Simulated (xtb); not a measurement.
BF, charge -1, doublet, geometry from GFN2-xTB (the spin is typed, not shown lowest); GFN1-xTB in xtb.

The xtb input:
```
$ xtb mol.xyz --gfn 1 --chrg -1 --uhf 1 --grad --json

# file mol.xyz
2

B     -0.00000000    -0.00000000    -1.05967647
F      0.00000000     0.00000000     0.58870915
```

Output, abridged:

```
   ID    Z sym.   atoms
    1    5 B      1
    2    9 F      2

           -------------------------------------------------
          |                Calculation Setup                |
           -------------------------------------------------

           -------------------------------------------------
          |                 G F N 1 - x T B                 |
           -------------------------------------------------

          ...................................................
          :                      SETUP                      :
          :.................................................:
          :  # basis functions                   8          :
          :  # atomic orbitals                   8          :
          :  # shells                            4          :
          :  # electrons                        11          :
          :  # halogen bonds                     0          :
          :  max. iterations                   250          :
          :  Hamiltonian                  GFN1-xTB          :
          :  restarted?                      false          :
          :  GBSA solvation                  false          :
          :  PC potential                    false          :
          :  electronic temp.          300.0000000     K    :
          :  accuracy                    1.0000000          :
          :  -> integral cutoff          0.2500000E+02      :
          :  -> integral neglect         0.1000000E-07      :
          :  -> SCF convergence          0.1000000E-05 Eh   :
          :  -> wf. convergence          0.2000000E-04 e    :
          :  Broyden damping             0.4000000          :
          :  net charge                         -1          :
          :  unpaired electrons                  1          :
          ...................................................

 iter      E             dE          RMSdq      gap      omega  full diag
   1     -6.5995061 -0.659951E+01  0.540E+00    0.00       0.0  T
   2     -6.6013920 -0.188593E-02  0.300E+00    0.00       1.0  T
   3     -6.6014735 -0.814640E-04  0.472E-01    0.00       1.0  T
   4     -6.6015018 -0.283274E-04  0.279E-02    0.00       2.5  T
   5     -6.6015023 -0.501698E-06  0.725E-04    0.00      97.5  T
   6     -6.6015023 -0.209302E-09  0.927E-05    0.00     762.9  T
   7     -6.6015023 -0.119638E-11  0.532E-07    0.00  100000.0  T

   *** convergence criteria satisfied after 7 iterations ***

         :::::::::::::::::::::::::::::::::::::::::::::::::::::
         ::                     SUMMARY                     ::
         :::::::::::::::::::::::::::::::::::::::::::::::::::::
         :: total energy              -6.600519279044 Eh    ::
         :: gradient norm              0.038339115913 Eh/a0 ::
         :: HOMO-LUMO gap              0.000000000000 eV    ::
         ::.................................................::
         :: SCC energy                -6.601502337125 Eh    ::
         :: -> electrostatic           0.179384232344 Eh    ::
         :: repulsion energy           0.001104439451 Eh    ::
         :: dispersion energy         -0.000121381371 Eh    ::
         :: halogen bond corr.         0.000000000000 Eh    ::
         :: add. restraining           0.000000000000 Eh    ::
         :: total charge              -1.000000000000 e     ::
         :::::::::::::::::::::::::::::::::::::::::::::::::::::

           -------------------------------------------------
          |                Property Printout                |
           -------------------------------------------------

    * Orbital Energies and Occupations

         #    Occupation            Energy/Eh            Energy/eV
      -------------------------------------------------------------
         1        2.0000           -0.4759515             -12.9513
         2        2.0000           -0.2445690              -6.6551
         3        2.0000           -0.2002328              -5.4486
         4        2.0000           -0.2002328              -5.4486
         5        2.0000           -0.1439768              -3.9178
         6        0.5000            0.0055480               0.1510 (HOMO)
         7        0.5000            0.0055480               0.1510 (LUMO)
         8                          0.1743253               4.7436
      -------------------------------------------------------------
                  HL-Gap            0.0000000 Eh            0.0000 eV
             Fermi-level           -0.0318332 Eh           -0.8662 eV

  Mulliken/CM5 charges         n(s)   n(p)   n(d)
     1B    -0.53971 -0.56365   1.893  1.647  0.000
     2F    -0.46029 -0.43635   1.900  5.560  0.000

Wiberg/Mayer (AO) data.
largest (>0.10) Wiberg bond orders for each atom

 ---------------------------------------------------------------------------
     #   Z sym  total        # sym  WBO       # sym  WBO       # sym  WBO
 ---------------------------------------------------------------------------
     1   5 B    0.859 --     2 F    0.859
     2   9 F    0.859 --     1 B    0.859
 ---------------------------------------------------------------------------

Topologies differ in total number of bonds
Writing topology from bond orders to xtbtopo.mol

 dipole moment from electron density (au)
     X       Y       Z
  -0.0000   0.0000   0.9914  total (Debye):    2.520

           -------------------------------------------------
          | TOTAL ENERGY               -6.600519279044 Eh   |
          | GRADIENT NORM               0.038339115913 Eh/α |
          | HOMO-LUMO GAP               0.000000000000 eV   |
           -------------------------------------------------

normal termination of xtb
```
